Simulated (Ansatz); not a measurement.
A CCSD(T) single point on `Br[SiH]1C=N1`.

```yaml
crystal:
  periodic: [false, false, false]
  atoms:
    - {symbol: Br, position_ang: [-1.897601, -0.649962, -1.545221]}
    - {symbol: Si, position_ang: [-0.019431, 0.054888, -0.657781]}
    - {symbol: C, position_ang: [0.220928, 0.187443, 1.084502]}
    - {symbol: N, position_ang: [0.730477, -0.901234, 0.634778]}
    - {symbol: H, position_ang: [0.825758, 0.694642, -1.675045]}
    - {symbol: H, position_ang: [0.181868, 0.550224, 2.112566]}
basis:
  gaussian: {orbitals: def2-SVP}
correlation: {method: ccsd_t}
```

```sh
$ ansatz run in.yaml --threads 2 --pin off --events-out ev --progress --plain --max-ram 4352MiB
```

The program prints (abridged):

```
Functional definition: HF
863 factors; integrals over basis functions are off by at most 1.1e-3 eV
mean field evaluation 1: about -80389.1133 eV, gradient 2.8e1 eV
mean field evaluation 2: about -80389.1672 eV, gradient 2.8e1 eV
mean field evaluation 4: about -80391.3723 eV, gradient 3.1e0 eV
mean field evaluation 8: about -80391.4176 eV, gradient 1.5e-1 eV
mean field evaluation 16: about -80391.3578 eV, gradient 1.1e0 eV
mean field -80391.41780503 eV, -2954.3301130746 hartree, gradient 4.4e-6 eV, S^2 0.000000; 0 other end points of the search recorded, 0 dependent functions left out
16 core orbitals not correlated: weight in the atoms' cores, before any rotation towards them, 1.000 or more for the frozen orbitals, at most 0.000 for the correlated occupied ones
reference -80391.41780503 eV, -2954.3301130746 hartree; 16, 16 occupied and 56, 56 virtual orbitals, 863 factors
second order -16.51318062 eV of doubles, -0.00000000 eV of singles
cycle   1  -16.54302921 eV  change   -3.0e-2 eV  update   9.8e-2
cycle   2  -17.00503577 eV  change   -4.6e-1 eV  update   3.0e-2
cycle   3  -17.09796287 eV  change   -9.3e-2 eV  update   1.6e-2
cycle   4  -17.08844208 eV  change    9.5e-3 eV  update   4.8e-3
cycle   5  -17.08974477 eV  change   -1.3e-3 eV  update   2.6e-3
cycle   6  -17.09063663 eV  change   -8.9e-4 eV  update   7.7e-4
cycle   7  -17.09021338 eV  change    4.2e-4 eV  update   3.4e-4
cycle   8  -17.09020853 eV  change    4.8e-6 eV  update   1.1e-4
cycle   9  -17.09021191 eV  change   -3.4e-6 eV  update   3.4e-5
perturbative correction -0.59955232 eV, -0.0220331416 hartree
Total energy: -80409.10756926 eV, -2954.9801999197 hartree
```

Run time 2.3 s (2 threads of an Intel Xeon Platinum 8559C on a shared host); peak host memory 0.28 GiB.

MP2 recovers 93.3 % of the CCSD(T) correlation energy and the triples give 3.4 %; T1 = 0.0123.
